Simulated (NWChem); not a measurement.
Species: C₂H₄FNSi; SMILES F[Si@H]1C=NC1

```xyz
9

F      0.0283    -1.9435    -0.4312
Si     0.0321    -0.5444     0.3982
C      1.0939     0.9077    -0.1123
N      0.0978     1.7151    -0.2291
C     -1.1177     0.8743    -0.0979
H      0.0893    -0.9279     1.8392
H      2.1289     1.2621    -0.2092
H     -1.8433     1.2966     0.6154
H     -1.6206     0.7839    -1.0736
```
Atoms are numbered in this order, from 1.

Computed with NWChem. Structure relaxed at the PBE0/def2-SVP level.

For level B3LYP/def2-SVP:

| Property | Value |
|---|---|
| highest occupied level (eV) | -6.82 |
| orbital gap (eV) | 5.56 |
| dipole (D) | 0.79 |

**Question.** What are these values for level BLYP/def2-SVP?

**Answer.** 
| Item | Value |
|---|---|
| highest occupied level (eV) | -5.48 |
| orbital gap (eV) | 3.53 |
| dipole (D) | 0.66 |
